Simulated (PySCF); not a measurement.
Sc(OH) (HOSc), SMILES [OH][Sc].

Geometry optimised at PBE-D3(BJ)/def2-TZVP. The multiplicity is an assumed one; other spin states were not compared.

Level of theory: ωB97X/def2-TZVPD (PySCF).

Gas-phase values at a fixed geometry.

```
Quantity                                                                                                          Result
---------------------------------------------------------------------------------------------  -------------------------
total energy                                                                                          -836.53275 hartree
point group                                                                                                          C∞v
highest occupied level                                                                                          -6.39 eV
lowest empty level                                                                                               0.35 eV
orbital gap                                                                                                      6.73 eV
dipole moment                                                                                                     0.21 D
quadrupole, principal values (traceless, Buckingham form, about the centre of nuclear charge)     -3.61, -3.61, 7.21 D·Å
mean static polarisability                                                                        116.2 bohr³ (17.21 Å³)
polarisability, principal values                                                               110.9, 118.8, 118.8 bohr³
```
